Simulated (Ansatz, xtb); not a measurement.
Two isomers of C3H6BCl

Structure X is `B[C@@H]1C[C@H]1Cl`, a singlet and structure Y is `B[C@@H]1C[C@@H]1Cl`, a singlet. Both are isolated molecules in the gas phase, relaxed with PBE-D3(BJ)/def2-SVP; the shapes shown needn't be the lowest conformers.

X (Å):

```xyz
11

C     0.0486    0.0817   -0.2264
C     0.2795    0.2787   -1.7458
C    -0.9867    0.7533   -1.1543
B     0.7786    0.9840    0.7779
Cl   -2.4960   -0.1118   -1.4771
H     1.0988    0.5885    1.8830
H     1.0387    2.1328    0.4579
H    -0.2272   -0.9502    0.0455
H     1.0216    1.0268   -2.0650
H     0.2426   -0.6380   -2.3532
H    -1.1642    1.8323   -1.0349
```

Y (Å):

```yaml
atoms:
  - { symbol: C, position_ang: [0.2252, 0.3223, -0.0405] }
  - { symbol: C, position_ang: [0.4956, 0.3644, -1.5869] }
  - { symbol: C, position_ang: [-0.6067, -0.4594, -1.0338] }
  - { symbol: B, position_ang: [-0.0917, 1.7467, 0.4356] }
  - { symbol: Cl, position_ang: [-2.2942, -0.0332, -1.3828] }
  - { symbol: H, position_ang: [0.6113, 2.2770, 1.2761] }
  - { symbol: H, position_ang: [-0.9942, 2.3764, -0.0802] }
  - { symbol: H, position_ang: [0.9471, -0.2946, 0.5202] }
  - { symbol: H, position_ang: [0.2145, 1.2868, -2.1192] }
  - { symbol: H, position_ang: [1.4123, -0.1247, -1.9520] }
  - { symbol: H, position_ang: [-0.4811, -1.5528, -1.0158] }
```

Q: Estimate E(Y) − E(X) at the level CCSD(T)/def2-SVP + ΔMP2/def2-TZVPP.

A: Too close to call at this level: CCSD(T)/def2-SVP + ΔMP2/def2-TZVPP gives E(Y) − E(X) = +3.16 kJ/mol.

Level by level:

```json
{"level": "GFN2-xTB", "geometry": "GFN2-xTB", "E(Y) − E(X) (kJ/mol)": "+4.31", "departure from the last row (kJ/mol)": "+1.15", "job, with rough time for the two": "optimisation, 0.35 s"}
{"level": "HF/STO-3G", "geometry": "GFN2-xTB", "E(Y) − E(X) (kJ/mol)": "+3.43", "departure from the last row (kJ/mol)": "+0.27", "job, with rough time for the two": "single point, 0.5 s"}
{"level": "r2SCAN-D4/def2-SVP", "geometry": "GFN2-xTB", "E(Y) − E(X) (kJ/mol)": "+3.90", "departure from the last row (kJ/mol)": "+0.74", "job, with rough time for the two": "single point, 3.6 s"}
{"level": "PBE-D3(BJ)/def2-SVP", "geometry": "PBE-D3(BJ)/def2-SVP", "E(Y) − E(X) (kJ/mol)": "+2.23", "departure from the last row (kJ/mol)": "−0.93", "job, with rough time for the two": "optimisation, 34 s"}
{"level": "HF/def2-SVP", "geometry": "PBE-D3(BJ)/def2-SVP", "E(Y) − E(X) (kJ/mol)": "+4.69", "departure from the last row (kJ/mol)": "+1.53", "job, with rough time for the two": "part of the CCSD(T) run"}
{"level": "MP2/def2-SVP", "geometry": "PBE-D3(BJ)/def2-SVP", "E(Y) − E(X) (kJ/mol)": "+2.30", "departure from the last row (kJ/mol)": "−0.86", "job, with rough time for the two": "part of the CCSD(T) run"}
{"level": "CCSD(T)/def2-SVP", "geometry": "PBE-D3(BJ)/def2-SVP", "E(Y) − E(X) (kJ/mol)": "+2.43", "departure from the last row (kJ/mol)": "−0.73", "job, with rough time for the two": "single point"}
{"level": "CCSD(T)/def2-SVP + ΔMP2/def2-TZVPP", "geometry": "PBE-D3(BJ)/def2-SVP", "E(Y) − E(X) (kJ/mol)": "+3.16", "departure from the last row (kJ/mol)": "", "job, with rough time for the two": "single point, 28 s"}
```

As drawn, both hold the same kinds of bond in the same numbers.

The largest departure from CCSD(T)/def2-SVP + ΔMP2/def2-TZVPP is that of HF/def2-SVP, 1.53 kJ/mol. The last row adds to CCSD(T) the change of the MP2 difference between the two basis sets, here +0.73 kJ/mol.

With harmonic frequencies from PBE-D3(BJ)/def2-SVP (ideal gas, rigid rotor, one conformer each, 298.15 K, 1 atm): the zero-point term adds +0.10 kJ/mol; ΔH is +3.08 and ΔG +3.74 kJ/mol.

The correlated steps freeze 9 core orbitals. Programs: Ansatz 0.2.0, xtb 6.7.1; the last row on 2 threads of Intel(R) Xeon(R) Platinum 8259CL CPU @ 2.50GHz (Skylake/Cascade Lake) on a shared host.
